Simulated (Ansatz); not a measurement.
Coupled-cluster diagnostics for the cluster YF₃, Ansatz.

Geometry of the singlet (PBE-D4/def2-TZVP):

```xyz
4

Y    -0.1343   -0.0746   -0.0315
F     0.7384   -0.4621   -1.7976
F    -0.9619    1.7299    0.2678
F     0.3577   -1.1932    1.5613
```

In the def2 sets Y takes a core potential; there is no spin–orbit coupling. Correlated methods freeze 3 core orbitals; core or outer-core shells of Y are correlated, in sets that lack core-valence functions. In the quintet, F2 and F3 lie 1.87 Å apart (atoms count from 1), so these atoms are partly bonded to each other. The structure comes from a short search, and lower isomers may exist.

Geometry of the charge 0 triplet (PBE-D4/def2-TZVP):

```xyz
4

Y     0.037    0.080    0.003
F     1.280    0.281    1.634
F    -0.857   -1.814   -0.186
F    -0.460    1.453   -1.452
```

Geometry of the charge 0 quintet (PBE-D4/def2-TZVP):

```xyz
4

Y    -0.291    0.409   -0.233
F     0.383   -1.860    0.200
F     1.177   -0.632    1.368
F    -1.269    2.083   -1.336
```

(1) Estimate the CCSD(T) correlation energy, the shares of MP2 and (T), T1 and the reference's ⟨S²⟩ for: charge 0, singlet, own geometry in def2-TZVPP; charge 0, triplet, own geometry in def2-TZVPP; charge 0, quintet, own geometry in def2-TZVPP; charge 1, doublet, vertical in def2-TZVPP; and the rough time on 4 threads of Intel Xeon on a shared host.

Answers

(1) 
```json
{"state": "charge 0, singlet, own geometry", "basis": "def2-TZVPP", "correlation (eV)": "-28.282", "MP2 share (%)": "97.5", "(T) share (%)": "2.9", "T1": "0.015", "⟨S²⟩ (pure)": "0.00 (0.00)", "wall time": "29 s"}
{"state": "charge 0, triplet, own geometry", "basis": "def2-TZVPP", "correlation (eV)": "-26.875", "MP2 share (%)": "96.1", "(T) share (%)": "2.8", "T1": "0.017", "⟨S²⟩ (pure)": "2.01 (2.00)", "wall time": "2.3 min"}
{"state": "charge 0, quintet, own geometry", "basis": "def2-TZVPP", "correlation (eV)": "-26.137", "MP2 share (%)": "93.5", "(T) share (%)": "2.7", "T1": "0.048", "⟨S²⟩ (pure)": "6.03 (6.00)", "wall time": "4.5 min"}
{"state": "charge 1, doublet, vertical", "basis": "def2-TZVPP", "correlation (eV)": "-26.724", "MP2 share (%)": "95.7", "(T) share (%)": "3.1", "T1": "0.038", "⟨S²⟩ (pure)": "0.75 (0.75)", "wall time": "2.7 min"}
```
Customary marks for T1 are 0.02 (closed shells), 0.045 (open shells) and about 0.05 (3d metals). T1 exceeds 0.02 in 2 of 4 rows and 0.045 in 1; the higher it lies, the less the single-reference result can be trusted.
